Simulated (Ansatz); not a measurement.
C4H10O2, charge -1, doublet, at the geometry of the source list (a state made from the parent by changing its charge; the spin is typed, not shown lowest) (a gas-phase anion, which may not be bound at this level); WB97X/6-31G** in Ansatz (a quantum-chemistry and plane-wave program).

Input for Ansatz:
Ansatz 0.2 input:
```yaml
crystal:
  periodic: [false, false, false]
  atoms:
    - {symbol: C, position_ang: [2.54090000, 0.44440000, -0.00820000]}
    - {symbol: O, position_ang: [1.37100000, -0.18980000, 0.43580000]}
    - {symbol: C, position_ang: [0.22760000, 0.17020000, -0.31120000]}
    - {symbol: C, position_ang: [-0.97310000, -0.56690000, 0.29040000]}
    - {symbol: C, position_ang: [-2.25710000, -0.24300000, -0.46130000]}
    - {symbol: O, position_ang: [-1.14140000, -0.19520000, 1.63950000]}
    - {symbol: H, position_ang: [2.45520000, 1.53540000, 0.06930000]}
    - {symbol: H, position_ang: [3.34660000, 0.09480000, 0.63380000]}
    - {symbol: H, position_ang: [2.76200000, 0.18360000, -1.05040000]}
    - {symbol: H, position_ang: [0.06420000, 1.25710000, -0.25040000]}
    - {symbol: H, position_ang: [0.35690000, -0.10640000, -1.36760000]}
    - {symbol: H, position_ang: [-0.76740000, -1.64900000, 0.23140000]}
    - {symbol: H, position_ang: [-2.45540000, 0.82340000, -0.40320000]}
    - {symbol: H, position_ang: [-2.17160000, -0.53950000, -1.50240000]}
    - {symbol: H, position_ang: [-3.08510000, -0.77370000, -0.00230000]}
    - {symbol: H, position_ang: [-0.27340000, -0.24560000, 2.05670000]}
basis:
  gaussian:
    orbitals: 6-31G__.json
hamiltonian:
  xc: {name: wB97X}
total_charge: -1
magnetization: {spin_polarized: true, initial_magnetization: 1}
```
The basis file holds 6-31G** in the JSON format of the Basis Set Exchange.

Output, abridged:

```
Functional definition: wB97X
1486 factors; their error is unknown
310 factors; integrals over basis functions are off by at most 7.2e-6 eV
mean field evaluation 1: about -8396.0276 eV, gradient 2.3e1 eV
mean field evaluation 2: about -8397.0332 eV, gradient 1.9e1 eV
mean field evaluation 4: about -8398.3061 eV, gradient 1.2e0 eV
mean field evaluation 8: about -8398.3371 eV, gradient 2.7e-1 eV
mean field evaluation 16: about -8398.2887 eV, gradient 1.2e-2 eV
mean field evaluation 32: about -8398.2887 eV, gradient 7.4e-5 eV
mean field -8398.28871215 eV, -308.6314176071 hartree, gradient 2.7e-5 eV, S^2 0.751895; 6 other end points of the search recorded, 0 dependent functions left out
reference -8398.28869294 eV, -308.6314169009 hartree; 26, 25 occupied and 114, 115 virtual orbitals, 1486 factors
Total energy: -8398.28869294 eV, -308.6314169009 hartree
```
